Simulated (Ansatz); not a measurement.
Geometry optimisation, Ansatz 0.2.0, RKS PBE0-D4/6-31G*.

input.yaml

```yaml
crystal:
  periodic: [false, false, false]
  atoms:
    - { symbol: C, position_ang: [-1.819, 0.5019, 0.7709] }
    - { symbol: C, position_ang: [-0.5122, 0.0118, 0.1834] }
    - { symbol: C, position_ang: [-0.1315, -1.243, -0.1544] }
    - { symbol: Si, position_ang: [1.7567, -0.9868, -0.7674] }
    - { symbol: Si, position_ang: [1.0581, 1.0632, -0.2652] }
    - { symbol: H, position_ang: [-1.7032, 1.0534, 1.7215] }
    - { symbol: H, position_ang: [-2.2876, 1.2679, 0.0701] }
    - { symbol: H, position_ang: [-2.5314, -0.2622, 0.8979] }
    - { symbol: H, position_ang: [-1.51045, -0.26046, 0.52614] }
    - { symbol: H, position_ang: [1.813, -1.3488, -2.1815] }
    - { symbol: H, position_ang: [2.6601, -1.6709, 0.1451] }
    - { symbol: H, position_ang: [1.6406, 1.7061, 0.9958] }
    - { symbol: H, position_ang: [0.711, 2.0467, -1.3714] }
basis:
  gaussian: { orbitals: "6-31G*" }
hamiltonian:
  xc: pbe0
  dispersion: d4
relax:
  f_tol: 0.02
  max_steps: 50
```

Command:

```bash
$ ansatz run input.yaml --threads 2 --pin off --max-ram 3072MiB --backend cpu --events-out ev --progress --plain --runs-dir out
```

Question: Where does it end, and by what steps?

Answer: The forces met the threshold. The force dipped under the threshold on the way, but the program's further checks kept it going. After 33 steps the energy has fallen by 6.839 eV; H8 moved furthest, 1.72 Å. The start is strongly strained (largest force component 20 eV/Å), so its close contacts needn't be bonds. Parted: C1–C2 (1.51 → 3.63 Å), C2–H9 (1.09 → 3.06 Å). Joined: C2–Si4 (2.66 → 2.01 Å).

| step | energy less start (eV) | largest force component (eV/Å) | accepted |
| --- | --- | --- | --- |
| 0 | 0.0000 | 19.618 | yes |
| 2 | -3.9333 | 2.193 | yes |
| 4 | -4.9611 | 2.832 | yes |
| 6 | -6.1958 | 1.930 | yes |
| 8 | -6.7517 | 0.983 | yes |
| 10 | -6.8269 | 0.160 | yes |
| 12 | -6.8328 | 0.018 | yes |
| 14 | -6.8332 | 0.028 | yes |
| 16 | -6.8335 | 0.051 | yes |
| 18 | -6.8339 | 0.056 | yes |
| 20 | -6.8345 | 0.040 | yes |
| 22 | -6.8351 | 0.088 | yes |
| 24 | -6.8364 | 0.101 | yes |
| 26 | -6.8372 | 0.138 | yes |
| 28 | -6.8384 | 0.081 | yes |
| 30 | -6.8387 | 0.077 | yes |
| 32 | -6.8389 | 0.003 | yes |
| 33 | -6.8390 | 0.011 | yes |

```xyz
13
Properties=species:S:1:pos:R:3
C -2.534 0.845 1.062
C 0.361 -0.858 -0.309
C 0.656 -2.064 -0.592
Si 2.251 -1.028 -0.962
Si 1.036 0.852 -0.270
H -1.807 1.278 1.754
H -2.438 1.321 0.082
H -3.542 1.012 1.447
H -2.350 -0.227 0.964
H 2.593 -1.058 -2.403
H 3.367 -1.416 -0.069
H 1.161 1.433 1.090
H 0.391 1.788 -1.224
```

Time of the run: 65 s on 2 threads of Intel(R) Xeon(R) 6975P-C (Granite Rapids), with other jobs on the host, peak memory 0.25 GiB.
